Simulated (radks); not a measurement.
Q: Ionisation ladder of carbon, from C I to C VI. Each ion is in the ground configuration listed by NIST, and IE = E(next ion) - E(this ion), with E = 0 for the bare nucleus. Calculated with a radial shooting solver on a logarithmic mesh with Libxc functionals: non-relativistic Kohn-Sham, LDA (Slater exchange, Perdew-Wang correlation), spin-polarised, spherical densities, point nucleus; open shells are filled with parallel spins first.

| species | configuration | IE, Delta-SCF (eV) | <r> HOMO (bohr) |
|---|---|---|---|
| C I | [He] 2s2 2p2 | 11.763 | 1.74 |
| C II | [He] 2s2 2p1 | ? | 1.48 |
| C III | [He] 2s2 | 46.944 | 1.37 |
| C IV | [He] 2s1 | ? | 1.28 |
| C V | [He] | ? | 0.270 |
| C VI | 1s1 | 483.75 | 0.253 |

Estimate the withheld Delta-SCF values.

A: C II: 24.682 eV (NIST 24.383); C IV: 64.362 eV (NIST 64.494); C V: 388.06 eV (NIST 392.09).
